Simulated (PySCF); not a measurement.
Ionisation energy of Te³⁰⁺ by level of theory

Te³⁰⁺ [Ar] 3d4 (5D) → Te³¹⁺ [Ar] 3d3 (4F), as a difference of total energies. Computed with PySCF 2.14 in an even-tempered Gaussian basis (17 s from 4.4 bohr⁻², ratio 2.5; 11 p from 5.7 bohr⁻², ratio 2.5; 8 d from 5.7 bohr⁻², ratio 2.5; 4 f from 22 bohr⁻², ratio 2.7; 3 g from 33 bohr⁻², ratio 2.7), with the non-relativistic Hamiltonian (point nucleus). Correlated levels: outer shells: [Ne] frozen; virtual orbitals above 40 to 60 times the deepest correlated orbital energy dropped. The calculations carry no spin-orbit coupling.

```tsv
method	ionisation energy (eV)
UHF	1802.5
LDA	1802.7
PBE	1801.8
PBE0	1802.4
r2SCAN	1801.7
r2SCANh	1802.0
TPSSh	1801.2
MP2 (outer shells)	1802.9
SCS-MP2 (outer shells)	1802.4
```

A first-order spin-orbit estimate (lowest level to lowest level, LS coupling) adds -2.769 eV.

All relativistic terms are absent from these numbers, so their closeness to the reference says little about the methods.

For comparison: 1803 ± 4 eV (theoretical estimate listed by NIST; NIST Atomic Spectra Database, ionization energies).
